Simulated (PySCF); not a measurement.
## Correlation energy of Pm³³⁺ (promethium, charge +33)

Starting occupation: [Ar] 3d10. All numbers are calculated (PySCF 2.14, X2C-1e with screened-nucleus spin-orbit coupling, Gaussian nucleus, in an uncontracted even-tempered set (19 s from 2 bohr⁻², ratio 2.6; 15 p from 2.6 bohr⁻², ratio 2.6; 10 d from 2.6 bohr⁻², ratio 2.6; 6 f from 2.7 bohr⁻², ratio 2.8)). Frozen: [Ar]; 10 electrons correlated; the 100 highest virtual spinors left out.

MP2 pair energies summed by pair of shells (mhartree):

```tsv
pair	energy	share (%)
3d3/2-3d5/2	-187.71	49.7
3d5/2-3d5/2	-132.60	35.1
3d3/2-3d3/2	-57.19	15.2
```

Total MP2 correlation energy: -377.50 mhartree.

The virtual space was cut to 70 spinors, which keep -372.77 of the -377.50 mhartree of MP2 correlation.

| level | correlation energy (mhartree) |
| --- | --- |
| CCSD | -368.19 |
| (T) | -0.26 |
| CCSD(T) | -368.45 |

Diagnostics: T1 = 7.8e-05, largest double amplitude 0.007.

Cost of the coupled-cluster step: 67 s of wall time on 1 thread of Neoverse-V2 (shared host), for 10 occupied and 70 virtual spinors.

Iterations:

```
Init t2, MP2 energy = -0.372769529616238
CCSD nocc = 10, nmo = 80
Init t2, MP2 energy = -0.372769529616238
Init E_corr(GCCSD) = -0.372769529616238
cycle = 1  E_corr(GCCSD) = -0.3680658900521  dE = 0.00470363956  norm(t1,t2) = 0.00094401
cycle = 2  E_corr(GCCSD) = -0.368188723204188  dE = -0.000122833152  norm(t1,t2) = 2.79268e-05
cycle = 3  E_corr(GCCSD) = -0.368187904102405  dE = 8.19101782e-07  norm(t1,t2) = 1.40115e-06
cycle = 4  E_corr(GCCSD) = -0.36818802495624  dE = -1.20853835e-07  norm(t1,t2) = 6.33905e-08
cycle = 5  E_corr(GCCSD) = -0.368188025680268  dE = -7.24028282e-10  norm(t1,t2) = 1.12802e-09
GCCSD converged
E(GCCSD) = -9412.523238197442  E_corr = -0.3681880256802684
```

At this charge the one-electron X2C treatment keeps the bare 1/r₁₂, with no two-electron picture change or Breit term. The effect here is smaller than on the frozen 1s shell.
